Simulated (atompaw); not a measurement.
## P: PAW (atompaw) pseudisation with PBE, non-relativistic reference atom.

| Property | Result |
| --- | --- |
| Element | phosphorus |
| Generator | atompaw 4.2.0.5 |
| Type | PAW |
| Functional | PBE |
| Relativity | non-relativistic |
| Frozen core | [Ne] |
| Valence charge | 5 |
| Reference configuration | 3s2 3p1 (charge +2) |
| Partial waves | 3s (bound); 3s channel at -0.65 Ry; 3p (bound); 3p channel at 1.4 Ry |
| Local potential | troulliermartins scheme with l = 2 at 0.5 Ry, radius 1.60 bohr |
| Core correction | smooth core density matched at 1.65 bohr |
| Augmentation charge | sinc compensation charge, radius 1.90 bohr; PAW radius 2.10 bohr; waves and projectors: bloechl |

All-electron outer shells of the reference configuration (PBE, non-relativistic, ld1.x):

```tsv
shell	level (eV)	outermost node (bohr)	outermost maximum (bohr)
3s	-33.86	0.65	1.52
3p	-24.28	0.63	1.68
```

Results:

| Quantity | Value |
| --- | --- |
| Cutoffs needed | 35 Ry and 70 Ry (the cutoffs (Ry, on a coarse ladder) from which the occupation-weighted sum of valence levels, in a spherical-Bessel basis at the reference potential, stays within 10 and 1 mRy of its value at 400 Ry) |
| Ghost test | no extra level below or beside the all-electron valence levels (s, p, d, f tested) (spherical-Bessel basis up to 400 Ry, 20 bohr box) |
| Lowest eigenvalue of the overlap operator | 0.25 (s channel) |
| Overlap eigenvalues printed by atompaw (projector basis) | 0.002, 0.0832, 0.252, 1.29 |
| Share of each valence orbital outside the PAW sphere | 3s 26 %, 3p 38 % |

Generation and tests took about 0.24 s on one core of a shared server CPU.
